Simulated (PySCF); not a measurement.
Can point charges reproduce the dipole moment of `FC(F)(F)C(F)(F)/C=N\[SiH3]`?

Coordinates (GFN2-xTB, Å) and charges (e) from the PBE0/pcSseg-1 density (PySCF):

```json
{"atom": "F1", "x": "-0.540", "y": "-1.035", "z": "1.467", "Mulliken": "-0.2538", "IAO": "-0.2680", "Hirshfeld": "-0.0709", "ESP-fitted": "-0.1377"}
{"atom": "C2", "x": "-1.570", "y": "-0.549", "z": "0.772", "Mulliken": "+0.8074", "IAO": "+0.7852", "Hirshfeld": "+0.2419", "ESP-fitted": "+0.4209"}
{"atom": "F3", "x": "-2.130", "y": "0.413", "z": "1.508", "Mulliken": "-0.2572", "IAO": "-0.2702", "Hirshfeld": "-0.0821", "ESP-fitted": "-0.1608"}
{"atom": "F4", "x": "-2.461", "y": "-1.526", "z": "0.635", "Mulliken": "-0.2461", "IAO": "-0.2570", "Hirshfeld": "-0.0811", "ESP-fitted": "-0.1305"}
{"atom": "C5", "x": "-1.095", "y": "0.021", "z": "-0.589", "Mulliken": "+0.4198", "IAO": "+0.4906", "Hirshfeld": "+0.1561", "ESP-fitted": "+0.1879"}
{"atom": "F6", "x": "-2.189", "y": "0.428", "z": "-1.276", "Mulliken": "-0.2786", "IAO": "-0.2785", "Hirshfeld": "-0.0867", "ESP-fitted": "-0.1726"}
{"atom": "F7", "x": "-0.543", "y": "-0.985", "z": "-1.303", "Mulliken": "-0.2705", "IAO": "-0.2727", "Hirshfeld": "-0.0732", "ESP-fitted": "-0.1314"}
{"atom": "C8", "x": "-0.128", "y": "1.190", "z": "-0.367", "Mulliken": "+0.1332", "IAO": "+0.0163", "Hirshfeld": "+0.0321", "ESP-fitted": "+0.4690"}
{"atom": "N9", "x": "1.091", "y": "1.103", "z": "-0.191", "Mulliken": "-0.5239", "IAO": "-0.4746", "Hirshfeld": "-0.2091", "ESP-fitted": "-0.6237"}
{"atom": "Si10", "x": "2.305", "y": "-0.131", "z": "-0.102", "Mulliken": "+0.6102", "IAO": "+0.7401", "Hirshfeld": "+0.3407", "ESP-fitted": "+0.5422"}
{"atom": "H11", "x": "-0.644", "y": "2.150", "z": "-0.367", "Mulliken": "+0.1284", "IAO": "+0.1534", "Hirshfeld": "+0.0520", "ESP-fitted": "+0.0009"}
{"atom": "H12", "x": "3.158", "y": "0.279", "z": "-1.213", "Mulliken": "-0.0869", "IAO": "-0.1128", "Hirshfeld": "-0.0671", "ESP-fitted": "-0.0711"}
{"atom": "H13", "x": "1.891", "y": "-1.528", "z": "-0.213", "Mulliken": "-0.0956", "IAO": "-0.1376", "Hirshfeld": "-0.0836", "ESP-fitted": "-0.1126"}
{"atom": "H14", "x": "2.854", "y": "0.169", "z": "1.216", "Mulliken": "-0.0863", "IAO": "-0.1144", "Hirshfeld": "-0.0688", "ESP-fitted": "-0.0805"}
```

Q: Compute μ = Σ q r for each scheme (1 e·Å = 4.803 D) and compare with the dipole of the full density.

A: The full density gives (0.70, 0.21, -0.08) D, 0.74 D in size; dipole vectors point from the negative to the positive end.

```json
{"scheme": "Mulliken", "μx": "1.70", "μy": "0.62", "μz": "0.63", "size (D)": "1.91", "share of the full size (%)": "259", "angle to the full dipole (°)": "25"}
{"scheme": "IAO", "μx": "2.33", "μy": "0.84", "μz": "0.21", "size (D)": "2.48", "share of the full size (%)": "337", "angle to the full dipole (°)": "11"}
{"scheme": "Hirshfeld", "μx": "0.22", "μy": "0.19", "μz": "0.05", "size (D)": "0.30", "share of the full size (%)": "40", "angle to the full dipole (°)": "30"}
{"scheme": "ESP-fitted", "μx": "0.78", "μy": "0.21", "μz": "-0.08", "size (D)": "0.81", "share of the full size (%)": "110", "angle to the full dipole (°)": "2"}
```

Q: Which set comes closest?

A: Length of the difference vector: ESP-fitted 0.08 D, Hirshfeld 0.50 D, Mulliken 1.29 D, IAO 1.77 D. Closest: ESP-fitted. The schemes that divide the density aren't constrained to reproduce the dipole.

Q: What is left for the Hirshfeld atoms' own dipoles?

A: The Hirshfeld atoms' densities add up to the full density, so μ = Σ q r + Σ (atomic dipoles). The atomic dipoles sum to (0.70, 0.21, -0.08) − (0.22, 0.19, 0.05) = (0.48, 0.02, -0.13) D, 0.50 D in size.

Q: With the origin at the mean of the coordinates, (0.000, 0.000, -0.002) Å, which are the largest single terms, by size, of the IAO dipole along the direction of the full one?

A: Si10 +7.70, C2 -6.55, F4 +3.52, N9 -3.14, F3 +2.68 D; all 14 atoms together +2.43 D. The single terms depend on the origin, their sum doesn't.

Q: Give the size of the full dipole in other units.

A: 0.74 D = 0.290 au = 0.153 e·Å = 2.46 × 10⁻³⁰ C·m.

The structure is a single GFN2-xTB conformer in the gas phase; no vibrational or solvent corrections.

The run behind these numbers computed NMR shieldings as well. The run took about 80 s of CPU time (one thread, shared machine).

The values belong to the conformer `[F:1][C:2]([F:3])([F:4])[C:5]([F:6])([F:7])/[CH:8]=[N:9]\[SiH3:10]`: F1–C2–C5–F6 177°, C2–C5–C8–N9 86°.
